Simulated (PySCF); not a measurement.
A structure optimised at PBE-D3(BJ)/def2-SVP, used in a PySCF frequency run:

```xyz
8

C      1.0098     2.6854     0.0000
C      0.2553     1.7190     0.0000
C     -0.6023     0.5891     0.0000
C     -1.9533     0.6232     0.0000
Br     0.3169    -1.1011     0.0000
H      1.6716     3.5404     0.0000
H     -2.4689     1.5953     0.0000
H     -2.5505    -0.2989     0.0000
```
Charge 0, spin multiplicity 1.

**Question.** Write its SMILES, formula and point group.

**Answer.** C#CC(=C)Br, C4H3Br, Cs

**Question.** What are its rotational constants (standard atomic weights)?

**Answer.** 5.8595, 2.0933, 1.5423 GHz
